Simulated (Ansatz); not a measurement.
Ansatz (a first-principles code) job for Mo(NMe)(F)3(OH) (CH₄F₃MoNO), SMILES [OH][Mo]([F])([F])(=[N]C)[F], multiplicity 1, B3LYP-D3(BJ)/def2-SVP. 

Ansatz 0.2 input:
```yaml
crystal:
  periodic: [false, false, false]
  atoms:
    - {symbol: Mo, position_ang: [-0.03331380, 0.21094156, 0.17557037]}
    - {symbol: N, position_ang: [0.17054159, -1.11157893, -0.91502458]}
    - {symbol: C, position_ang: [0.48455955, -2.08302863, -1.88456324]}
    - {symbol: H, position_ang: [1.56818139, -2.23834807, -1.92949112]}
    - {symbol: H, position_ang: [0.00240504, -3.03412281, -1.64229078]}
    - {symbol: H, position_ang: [0.13460905, -1.75548876, -2.86874442]}
    - {symbol: F, position_ang: [0.97474414, -0.29100844, 1.59362408]}
    - {symbol: F, position_ang: [-1.27975669, 1.22016802, -0.66553944]}
    - {symbol: F, position_ang: [-1.42085805, -0.38580339, 1.16068614]}
    - {symbol: O, position_ang: [1.16437986, 1.43034573, -0.20342973]}
    - {symbol: H, position_ang: [1.81063264, 2.11466727, -0.39237685]}
basis:
  gaussian:
    orbitals: def2-SVP
hamiltonian:
  xc: b3lyp
  dispersion: d3bj
relax: {f_tol: 0.002, max_steps: 200}
```

Program output:

```
WARN ansatz: RAYON_NUM_THREADS=1 ignored (pool sized by the plan → 1); use --threads N
Functional definition: B3LYP
integrals: 0.11 GiB planned
1478 factors; integrals over basis functions are off by at most 3.5e-4 eV
mean field: 0.73 GiB planned
mean field evaluation 1: about -14620.7185 eV, gradient 1.0e2 eV
mean field evaluation 2: about -14443.9488 eV, gradient 2.8e2 eV
mean field evaluation 4: about -14638.5667 eV, gradient 3.2e1 eV
mean field evaluation 8: about -14640.5645 eV, gradient 7.1e-1 eV
mean field evaluation 16: about -14640.6554 eV, gradient 1.5e-3 eV
mean field -14640.65540372 eV, -538.0341622939 hartree, gradient 2.3e-5 eV, S^2 0.000000; 0 other end points of the search recorded, 0 dependent functions left out
the calculation of the forces begins
reference -14640.65573934 eV, -538.0341746277 hartree; 33, 33 occupied and 102, 102 virtual orbitals, 1478 factors
relax step   1: F+E_penalty+E_count = -14641.10251254 eV  Δ(F+E_penalty+E_count) = +0.000e0 eV  max|allowed force component| = 4.228e0 eV/Å  Δτ_max = 0.0000 Å  (33 SCF iters, accepted)
these checks for a lower state are left out or cut short: starts, cluster_reference, orbital_swaps, neighbouring_geometries, increment
integrals: 0.11 GiB planned
1478 factors; integrals over basis functions are off by at most 3.7e-4 eV
mean field: 0.72 GiB planned
[...]
mean field: 0.72 GiB planned
mean field evaluation 64: about -14640.9648 eV, gradient 6.4e0 eV
mean field -14641.16062637 eV, -538.0527288840 hartree, gradient 1.4e-5 eV, S^2 0.000000; 0 other end points of the search recorded, 0 dependent functions left out
the calculation of the forces begins
reference -14641.16096625 eV, -538.0527413745 hartree; 33, 33 occupied and 102, 102 virtual orbitals, 1478 factors
relax step   8: F+E_penalty+E_count = -14641.60351523 eV  Δ(F+E_penalty+E_count) = -2.544e-2 eV  max|allowed force component| = 3.120e-1 eV/Å  Δτ_max = 0.0733 Å  (35 SCF iters, accepted)
these checks for a lower state are left out or cut short: starts, cluster_reference, orbital_swaps, neighbouring_geometries, increment
integrals: 0.11 GiB planned
1478 factors; integrals over basis functions are off by at most 3.7e-4 eV
mean field: 0.72 GiB planned
mean field -14641.18823213 eV, -538.0537433769 hartree, gradient 1.6e-5 eV, S^2 0.000000; 0 other end points of the search recorded, 0 dependent functions left out
the calculation of the forces begins
reference -14641.18857215 eV, -538.0537558725 hartree; 33, 33 occupied and 102, 102 virtual orbitals, 1478 factors
relax step   9: F+E_penalty+E_count = -14641.63178392 eV  Δ(F+E_penalty+E_count) = -2.827e-2 eV  max|allowed force component| = 4.357e-1 eV/Å  Δτ_max = 0.0750 Å  (35 SCF iters, accepted)
these checks for a lower state are left out or cut short: starts, cluster_reference, orbital_swaps, neighbouring_geometries, increment
integrals: 0.11 GiB planned
1478 factors; integrals over basis functions are off by at most 3.7e-4 eV
mean field: 0.72 GiB planned
mean field -14641.21446910 eV, -538.0547075679 hartree, gradient 1.5e-5 eV, S^2 0.000000; 0 other end points of the search recorded, 0 dependent functions left out
the calculation of the forces begins
reference -14641.21480956 eV, -538.0547200796 hartree; 33, 33 occupied and 102, 102 virtual orbitals, 1478 factors
relax step  10: F+E_penalty+E_count = -14641.65939859 eV  Δ(F+E_penalty+E_count) = -2.761e-2 eV  max|allowed force component| = 2.648e-1 eV/Å  Δτ_max = 0.1125 Å  (35 SCF iters, accepted)
these checks for a lower state are left out or cut short: starts, cluster_reference, orbital_swaps, neighbouring_geometries, increment
integrals: 0.11 GiB planned
1478 factors; integrals over basis functions are off by at most 3.7e-4 eV
mean field: 0.72 GiB planned
mean field -14641.22428320 eV, -538.0550682292 hartree, gradient 7.9e-6 eV, S^2 0.000000; 0 other end points of the search recorded, 0 dependent functions left out
the calculation of the forces begins
reference -14641.22462372 eV, -538.0550807434 hartree; 33, 33 occupied and 102, 102 virtual orbitals, 1478 factors
relax step  11: F+E_penalty+E_count = -14641.67129430 eV  Δ(F+E_penalty+E_count) = -1.190e-2 eV  max|allowed force component| = 2.644e-1 eV/Å  Δτ_max = 0.1688 Å  (36 SCF iters, accepted)
these checks for a lower state are left out or cut short: starts, cluster_reference, orbital_swaps, neighbouring_geometries, increment
integrals: 0.11 GiB planned
1478 factors; integrals over basis functions are off by at most 3.7e-4 eV
mean field: 0.72 GiB planned
mean field evaluation 96: about -14641.2256 eV, gradient 5.8e-4 eV
mean field -14641.22560284 eV, -538.0551167251 hartree, gradient 1.3e-5 eV, S^2 0.000000; 0 other end points of the search recorded, 0 dependent functions left out
the calculation of the forces begins
reference -14641.22594342 eV, -538.0551292412 hartree; 33, 33 occupied and 102, 102 virtual orbitals, 1478 factors
relax step  12: F+E_penalty+E_count = -14641.67278700 eV  Δ(F+E_penalty+E_count) = -1.493e-3 eV  max|allowed force component| = 8.568e-2 eV/Å  Δτ_max = 0.0306 Å  (37 SCF iters, accepted)
these checks for a lower state are left out or cut short: starts, cluster_reference, orbital_swaps, neighbouring_geometries, increment
integrals: 0.11 GiB planned
1478 factors; integrals over basis functions are off by at most 3.7e-4 eV
mean field: 0.72 GiB planned
mean field -14641.22525145 eV, -538.0551038118 hartree, gradient 1.6e-5 eV, S^2 0.000000; 0 other end points of the search recorded, 0 dependent functions left out
the calculation of the forces begins
reference -14641.22559204 eV, -538.0551163282 hartree; 33, 33 occupied and 102, 102 virtual orbitals, 1478 factors
relax step  13: F+E_penalty+E_count = -14641.67226703 eV  Δ(F+E_penalty+E_count) = +5.200e-4 eV  max|allowed force component| = 8.175e-2 eV/Å  Δτ_max = 0.0352 Å  (36 SCF iters, rejected (line search))
these checks for a lower state are left out or cut short: starts, cluster_reference, orbital_swaps, neighbouring_geometries, increment
integrals: 0.11 GiB planned
1478 factors; integrals over basis functions are off by at most 3.7e-4 eV
mean field: 0.72 GiB planned
mean field -14641.22591128 eV, -538.0551280601 hartree, gradient 1.3e-5 eV, S^2 0.000000; 0 other end points of the search recorded, 0 dependent functions left out
the calculation of the forces begins
reference -14641.22625181 eV, -538.0551405743 hartree; 33, 33 occupied and 102, 102 virtual orbitals, 1478 factors
relax step  14: F+E_penalty+E_count = -14641.67303205 eV  Δ(F+E_penalty+E_count) = -2.451e-4 eV  max|allowed force component| = 1.807e-2 eV/Å  Δτ_max = 0.0176 Å  (37 SCF iters, accepted)
these checks for a lower state are left out or cut short: starts, cluster_reference, orbital_swaps, neighbouring_geometries, increment
integrals: 0.11 GiB planned
1478 factors; integrals over basis functions are off by at most 3.7e-4 eV
mean field: 0.72 GiB planned
mean field -14641.22600894 eV, -538.0551316493 hartree, gradient 2.4e-5 eV, S^2 0.000000; 0 other end points of the search recorded, 0 dependent functions left out
the calculation of the forces begins
reference -14641.22634957 eV, -538.0551441670 hartree; 33, 33 occupied and 102, 102 virtual orbitals, 1478 factors
relax step  15: F+E_penalty+E_count = -14641.67312355 eV  Δ(F+E_penalty+E_count) = -9.150e-5 eV  max|allowed force component| = 3.767e-2 eV/Å  Δτ_max = 0.0073 Å  (29 SCF iters, accepted)
these checks for a lower state are left out or cut short: starts, cluster_reference, orbital_swaps, neighbouring_geometries, increment
integrals: 0.11 GiB planned
1478 factors; integrals over basis functions are off by at most 3.7e-4 eV
mean field: 0.72 GiB planned
mean field -14641.22605332 eV, -538.0551332802 hartree, gradient 2.3e-5 eV, S^2 0.000000; 0 other end points of the search recorded, 0 dependent functions left out
the calculation of the forces begins
reference -14641.22639390 eV, -538.0551457962 hartree; 33, 33 occupied and 102, 102 virtual orbitals, 1478 factors
relax step  16: F+E_penalty+E_count = -14641.67317348 eV  Δ(F+E_penalty+E_count) = -4.993e-5 eV  max|allowed force component| = 6.102e-3 eV/Å  Δτ_max = 0.0038 Å  (28 SCF iters, accepted)
these checks for a lower state are left out or cut short: starts, cluster_reference, orbital_swaps, neighbouring_geometries, increment
integrals: 0.11 GiB planned
1478 factors; integrals over basis functions are off by at most 3.7e-4 eV
mean field: 0.72 GiB planned
mean field evaluation 128: about -14641.2260 eV, gradient 1.0e-4 eV
mean field -14641.22601302 eV, -538.0551317990 hartree, gradient 2.3e-5 eV, S^2 0.000000; 0 other end points of the search recorded, 0 dependent functions left out
the calculation of the forces begins
reference -14641.22635359 eV, -538.0551443147 hartree; 33, 33 occupied and 102, 102 virtual orbitals, 1478 factors
relax step  17: F+E_penalty+E_count = -14641.67317419 eV  Δ(F+E_penalty+E_count) = -7.135e-7 eV  max|allowed force component| = 2.533e-3 eV/Å  Δτ_max = 0.0023 Å  (27 SCF iters, accepted)
these checks for a lower state are left out or cut short: starts, cluster_reference, orbital_swaps, neighbouring_geometries, increment
integrals: 0.11 GiB planned
1478 factors; integrals over basis functions are off by at most 3.7e-4 eV
mean field: 0.72 GiB planned
mean field -14641.22604567 eV, -538.0551329988 hartree, gradient 2.4e-5 eV, S^2 0.000000; 0 other end points of the search recorded, 0 dependent functions left out
the calculation of the forces begins
reference -14641.22638624 eV, -538.0551455146 hartree; 33, 33 occupied and 102, 102 virtual orbitals, 1478 factors
relax step  18: F+E_penalty+E_count = -14641.67317576 eV  Δ(F+E_penalty+E_count) = -1.566e-6 eV  max|allowed force component| = 5.879e-3 eV/Å  Δτ_max = 0.0021 Å  (27 SCF iters, accepted)
these checks for a lower state are left out or cut short: starts, cluster_reference, orbital_swaps, neighbouring_geometries, increment
integrals: 0.11 GiB planned
1478 factors; integrals over basis functions are off by at most 3.7e-4 eV
mean field: 0.72 GiB planned
mean field -14641.22604683 eV, -538.0551330415 hartree, gradient 7.6e-5 eV, S^2 0.000000; 0 other end points of the search recorded, 0 dependent functions left out
the calculation of the forces begins
reference -14641.22638739 eV, -538.0551455571 hartree; 33, 33 occupied and 102, 102 virtual orbitals, 1478 factors
relax step  19: F+E_penalty+E_count = -14641.67317790 eV  Δ(F+E_penalty+E_count) = -2.145e-6 eV  max|allowed force component| = 6.812e-4 eV/Å  Δτ_max = 0.0014 Å  (24 SCF iters, accepted)
integrals: 0.11 GiB planned
1478 factors; integrals over basis functions are off by at most 3.7e-4 eV
mean field: 0.72 GiB planned
mean field evaluation 160: about -14641.2260 eV, gradient 3.8e-4 eV
mean field -14641.22604683 eV, -538.0551330415 hartree, gradient 7.6e-5 eV, S^2 0.000000; 1 other end points of the search recorded, 0 dependent functions left out
the calculation of the forces begins
reference -14641.22638739 eV, -538.0551455571 hartree; 33, 33 occupied and 102, 102 virtual orbitals, 1478 factors
Total energy: -14641.67351847 eV, -538.0715773210 hartree
Atom 0 at    -0.062148     0.206921     0.208720 Å, force     0.000681     0.000117    -0.000006 eV/Å
Atom 1 at     0.321056    -0.960433    -0.949459 Å, force     0.000265    -0.000585    -0.000503 eV/Å
Atom 2 at     0.528532    -2.009763    -1.883393 Å, force    -0.000203     0.000388     0.000352 eV/Å
Atom 3 at     1.607637    -2.203372    -2.004623 Å, force     0.000051     0.000060    -0.000019 eV/Å
Atom 4 at     0.039605    -2.931043    -1.524722 Å, force     0.000020    -0.000048     0.000158 eV/Å
Atom 5 at     0.099069    -1.734975    -2.861764 Å, force    -0.000170     0.000098    -0.000057 eV/Å
Atom 6 at     0.933990    -0.367894     1.691187 Å, force    -0.000270     0.000204    -0.000090 eV/Å
Atom 7 at    -1.367293     1.213874    -0.689570 Å, force     0.000147     0.000086     0.000012 eV/Å
Atom 8 at    -1.527240    -0.460507     1.179011 Å, force    -0.000242    -0.000171     0.000102 eV/Å
Atom 9 at     1.153940     1.609337    -0.036933 Å, force     0.000020    -0.000220    -0.000195 eV/Å
Atom 10 at     1.848975     1.714599    -0.700034 Å, force    -0.000300     0.000071     0.000247 eV/Å
Dipole moment:     0.650255    -0.373849    -0.906434 e Å
```

Self-consistency was reached.

Cost: around 2.8 core-minutes (rough).
